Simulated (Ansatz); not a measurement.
Ansatz (an electronic-structure program) input (CCSD(T)/cc-pVTZ):

Ansatz 0.2 input:
```yaml
crystal:
  periodic: [false, false, false]
  atoms:
    - {symbol: B, position_ang: [1.26725708, 0.27969109, -0.18452685]}
    - {symbol: O, position_ang: [0.18620649, -0.31298018, 0.34388785]}
    - {symbol: C, position_ang: [-1.14107296, -0.01623305, -0.08071731]}
    - {symbol: H, position_ang: [2.32887472, -0.04717962, 0.24888937]}
    - {symbol: H, position_ang: [1.14511415, 1.09809773, -1.05251341]}
    - {symbol: H, position_ang: [-1.60287980, -0.93359745, -0.44632455]}
    - {symbol: H, position_ang: [-1.70761688, 0.34779018, 0.77660802]}
    - {symbol: H, position_ang: [-1.14299177, 0.73767341, -0.87082415]}
basis:
  gaussian:
    orbitals: cc-pVTZ
magnetization: {spin_polarized: false}
correlation: {method: ccsd_t, electrons: outside_noble_gas}
```

End of the output:

```
3 core orbitals not correlated
reference -3820.51510982 eV, -140.4013406476 hartree; 9, 9 occupied and 148, 148 virtual orbitals, 913 factors
second order -14.17040620 eV of doubles, -0.00000000 eV of singles
coupled cluster: 3.46 GiB planned
cycle   1  -14.50030406 eV  change   -3.3e-1 eV  update   8.4e-2
cycle   2  -14.87316440 eV  change   -3.7e-1 eV  update   2.5e-2
cycle   3  -14.96317600 eV  change   -9.0e-2 eV  update   1.5e-2
cycle   4  -14.95186722 eV  change    1.1e-2 eV  update   4.3e-3
cycle   5  -14.95257839 eV  change   -7.1e-4 eV  update   2.1e-3
cycle   6  -14.95283048 eV  change   -2.5e-4 eV  update   5.1e-4
cycle   7  -14.95254149 eV  change    2.9e-4 eV  update   1.4e-4
cycle   8  -14.95253909 eV  change    2.4e-6 eV  update   4.0e-5
cycle   9  -14.95254459 eV  change   -5.5e-6 eV  update   1.0e-5
perturbative correction -0.53187827 eV, -0.0195461658 hartree
Total energy: -3835.99953267 eV, -140.9703826918 hartree
```
